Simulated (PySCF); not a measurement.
**Exercise with solution: oscillator strength and radiative lifetime**

Te(OH)(SeH) (H2OSeTe), SMILES O[Te][SeH].

Coordinates come from a B3LYP-D3(BJ)/def2-SVP optimisation. The def2 effective core potentials stand for the cores of Te; spin–orbit coupling is left out. The values are those of a single conformer.

TDA-CAM-B3LYP/def2-SVPD run with PySCF puts the first singlet state with f over 0.02 at 5.49 eV (vertical), with the transition dipole (-0.016, 0.155, 0.478) in atomic units.

Question: Find the oscillator strength, the wavelength and the radiative lifetime that this transition would have in vacuum if emission retraced absorption.

Answer: 
|μ|² = 0.2528 au, so |μ| = 1.28 D. ΔE = 5.49/27.211 = 0.2018 hartree. f = (2/3) ΔE |μ|² = 0.034 (the program prints 0.034).
λ = 1239.84/5.49 = 226 nm; ν = 44280 cm⁻¹.
Einstein's coefficient A = 0.6670 ν² f s⁻¹ (ν in cm⁻¹) = 4.4e7 s⁻¹, so τ = 1/A = 22 ns. This state is S6; the lower singlets have f = 0.002, 0.001, 0.004, 0.004, 0.012. The figure is the radiative limit of this one transition; relaxation, internal conversion, crossing to triplets and a medium change what is measured.
